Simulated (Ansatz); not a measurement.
Process, species as SMILES: F[C]Cl (closed-shell singlet) → C atom + Cl atom + F atom
B3LYP-D3(BJ)/def2-TZVP geometries, fixed; electronic energies without zero-point terms.

Basis-set convergence of the atomisation energy at B2PLYP with Ansatz (a program for electronic structure). Cartesian d functions, on some or all atoms, in 6-31G**, 6-31+G*, 6-311+G**; all else is spherical. Cores are frozen. A restricted B2PLYP determinant is unstable towards unrestricted orbitals. Open shells are unrestricted. No added dispersion term, no relativity. Functions are those of the species that has most. Reference: the value in aug-cc-pV(5+d)Z, 213.12 kcal/mol, itself unsure by roughly 0.28 kcal/mol (its mean distance from pcseg-4, aug-pcseg-3, aug-cc-pV(Q+d)Z). Deviations are taken from unrounded values. Cost is core time over that of def2-QZVPP, rough, on shared machines of one kind; a dash marks a row that isn't timed (too short, read off another run, short of memory, by another algorithm or on other hardware).

```tsv
basis	functions	atomisation energy (kcal/mol)	minus reference (kcal/mol)	cost
3-21G	31	169.99	-43.13	-
6-31G	31	161.61	-51.51	-
pcseg-0	31	161.22	-51.90	-
def2-SVP	46	207.90	-5.22	-
6-31G**	49	205.35	-7.77	-
6-31+G*	61	202.02	-11.10	-
aug-pcseg-1	73	204.67	-8.45	-
6-311+G**	75	202.08	-11.04	-
aug-cc-pV(D+d)Z	78	204.05	-9.07	-
6-311++G(2d,2p)	89	205.83	-7.29	-
pcseg-2	94	210.27	-2.85	-
cc-pV(T+d)Z	99	210.50	-2.62	-
def2-TZVP	99	210.50	-2.62	-
6-311++G(3df,3pd)	125	212.36	-0.76	0.6×
aug-cc-pV(T+d)Z	147	210.99	-2.13	0.7×
def2-QZVPP	184	212.02	-1.10	1×
cc-pV(5+d)Z	282	212.87	-0.25	4×
pcseg-4	307	213.07	-0.05	6×
```
